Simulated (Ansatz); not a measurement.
**Abstraction of H: CH6OSi + GeH(GeH3)(OH) → CH5OSi + GeH2(GeH3)(OH)**

Species: CH6OSi `CO[SiH3]`, singlet; GeH(GeH3)(OH), doublet; CH5OSi `CO[SiH2]`, doublet; GeH2(GeH3)(OH), singlet. A radical takes H: the energy is the difference in strength between the Si–H bond broken and the Ge–H bond made.

Shapes, held fixed at every level: PBE0-D4/def2-TZVP. Flexible molecules stand in one conformer, not always the lowest. Programs: Ansatz 0.2.0. The zero-point and thermal change to 298 K, harmonic and unscaled (PBE0-D4/def2-TZVP), is -2.0 kJ/mol.

```
               level                   kind  ΔH(298 K) (kJ/mol)  less CCSD(T)/def2-TZVPP
       HF/def2-TZVPP           Hartree–Fock               +45.1                     +2.8
r2SCAN-D4/def2-TZVPP               meta-GGA               +42.1                     -0.2
 B3LYP-D4/def2-TZVPP          global hybrid               +49.0                     +6.7
  PBE0-D4/def2-TZVPP          global hybrid               +41.7                     -0.6
    CCSD(T)/def2-SVP  coupled cluster or CI               +41.5                     -0.8
       CCSD/def2-SVP  coupled cluster or CI               +41.8                     -0.5
     CCSD/def2-TZVPP  coupled cluster or CI               +42.8                     +0.5
  CCSD(T)/def2-TZVPP  coupled cluster or CI               +42.3                      0.0
```

The highest level, CCSD(T)/def2-TZVPP, gives ΔH(298 K) = +42.3 kJ/mol; the levels span +41.5 to +49.0. The column of differences is taken from that level and isn't an error. No measured value is set beside it here. Open shells run unrestricted. Relativity is left out for Ge. Outer-core shells of Ge are correlated in most correlated rows, in sets that cover them unevenly.
